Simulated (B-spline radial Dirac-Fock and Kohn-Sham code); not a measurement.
**Kohn-Sham estimates against Dirac-Fock for the levels of Nb⁴⁺**

System: Nb⁴⁺, configuration 1s2 2s2 2p6 3s2 3p6 3d10 4s2 4p6 4d1.

The density-functional columns are spherical, spin-unpolarised Dirac-Kohn-Sham results without Breit or QED terms: −ε is minus the orbital energy of the initial state and ΔSCF the difference of two total energies. The reference in the last column comes from Dirac-Fock (average of configuration) total-energy differences with a finite nucleus, the Breit interaction including its frequency dependence, and self-energy and vacuum-polarisation corrections. All numbers are from a radial atomic solver, in eV; a selection of levels is shown. For the 1s level of heavy atoms much of the gap between ΔSCF and the reference is the Breit and QED part, -50.3 eV here; for other levels the error of the functional can be larger.

```
level   LDA −ε  LDA ΔSCF   PBE −ε  PBE ΔSCF  Dirac-Fock
   1s  18819.6   19086.9  18846.3   19114.4     19042.7
   2s   2673.4    2721.5   2676.5    2724.4      2761.5
2p1/2   2459.1    2517.9   2460.1    2518.7      2523.7
2p3/2   2363.5    2420.0   2364.3    2420.7      2429.5
   3s    484.6     503.3    485.6     504.3       528.6
3p1/2    403.8     422.7    404.2     423.0       438.5
3p3/2    388.3     406.9    388.6     407.2       422.8
3d3/2    245.2     264.5    244.9     264.2       263.9
3d5/2    242.3     261.5    242.0     261.2       261.2
   4s    103.5     112.5    103.4     112.4       116.7
4p1/2    80.44     88.92    80.29     88.76       87.98
4p3/2    78.13     86.47    78.01     86.35       85.68
   4d    43.59     50.46    43.41     50.28       49.37
```

Q: Order the estimates of the K (1s) level by their distance from the Dirac-Fock value, nearest first.
A. LDA −ε
B. LDA ΔSCF
C. PBE ΔSCF
D. PBE −ε

A: B (44.2 eV), C (71.7 eV), D (196.5 eV), A (223.2 eV).

Values without a named source are computed, but for edge energies of neutral atoms, which are taken from tables.
